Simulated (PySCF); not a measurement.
Geometry (Å), atoms numbered from 1 in this order:
```xyz
14

C     2.222   -1.238    0.045
C     1.418   -0.184   -0.061
C    -0.011   -0.309    0.041
N    -0.695   -1.409    0.238
C    -1.987   -1.009    0.256
N    -2.156    0.270    0.082
N    -0.900    0.754   -0.060
C    -0.699    2.103   -0.265
O     0.366    2.631   -0.402
H     1.822   -2.223    0.211
H     3.291   -1.138   -0.032
H     1.797    0.813   -0.227
H    -2.802   -1.689    0.401
H    -1.668    2.626   -0.284
```

Geometry: GFN2-xTB; GIAO absolute shieldings from PySCF, gas phase, non-relativistic, averaged over equivalent atoms.

At PBE0/STO-3G (50 basis functions, 3.6 s wall time on 1 thread of an Arm Neoverse V2, shared host):
| atoms | σ (ppm) |
| --- | --- |
| C3 | 111.2 |
| C5 | 115.2 |
| C1 | 125.3 |
| C8 | 127.0 |
| C2 | 131.4 |
| N6 | 43.6 |
| N4 | 75.9 |
| N7 | 142.9 |
| O9 | -115.8 |
| H14 | 23.44 |
| H13 | 24.67 |
| H12 | 25.63 |
| H10 | 26.02 |
| H11 | 26.88 |

Question: Estimate the result of repeating the calculation with KT2/def2-SVPD.

Answer: 
```
atoms  σ at KT2/def2-SVPD  change
   C3                50.5   -60.7
   C5                55.2   -60.0
   C1                76.9   -48.4
   C8                45.4   -81.6
   C2                79.0   -52.4
   N6               -13.4   -57.0
   N4                19.2   -56.7
   N7                29.6  -113.3
   O9               -88.5   +27.3
  H14               22.15   -1.29
  H13               24.05   -0.62
  H12               23.54   -2.09
  H10               24.60   -1.42
  H11               25.87   -1.01
```

The largest change is at N7 (pyrrole-type ring nitrogen). Cost: 223 basis functions, 37 s wall time on 1 thread of an Arm Neoverse V2, shared host. The order of the carbon signals changes between the two levels.
